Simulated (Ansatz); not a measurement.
Reaction (hydrogenolysis of the Si–F bond): `C[Si](N)(O)F` + H₂ → `C[SiH](N)O` + H–F

Calculated with Ansatz (gas phase, PBE0-D4/def2-TZVP geometries, no zero-point term in ΔE). CCSD(T)/CBS is the MP2 limit (def2-TZVPP, def2-QZVPP) plus CCSD(T) − MP2 in def2-TZVPP, frozen cores. This one scheme is used for every species. DFT in def2-TZVPP. One conformer a species, not always the lowest.

CCSD(T)/CBS gives +146.9 kJ/mol.

Another level gave +142.2 kJ/mol. Which?
A. PBE0-D4/def2-TZVPP
B. revPBE/def2-TZVPP
C. ωB97X-V/def2-TZVPP
D. BHLYP-D4/def2-TZVPP

A. PBE0-D4 142.2, ωB97X-V 149.9, revPBE 136.4, BHLYP-D4 154.1 kJ/mol.

What do rigid-rotor, harmonic-oscillator terms from PBE0-D4/def2-TZVP frequencies (298.15 K, 1 bar) make of the CCSD(T)/CBS value? (Best estimate.)

Computed: ΔZPE = +12.2 kJ/mol, ΔH = +157.0 kJ/mol, ΔS = 24 J/(mol·K), ΔG = +149.7 kJ/mol.

Largest T1 diagnostic among the species: 0.010.

The D4 term adds +3.4 kJ/mol with B3LYP and +1.7 kJ/mol with PBE0; it sums over pairs of atoms, weighted by their polarisabilities, and B3LYP, whose exchange is more repulsive, gets the larger term. At CCSD(T), def2-SVP lies −8.2 kJ/mol from the extrapolated value and def2-TZVPP −0.7 kJ/mol.

B3LYP here is the variant with VWN-RPA as its local correlation; programs differ in this.
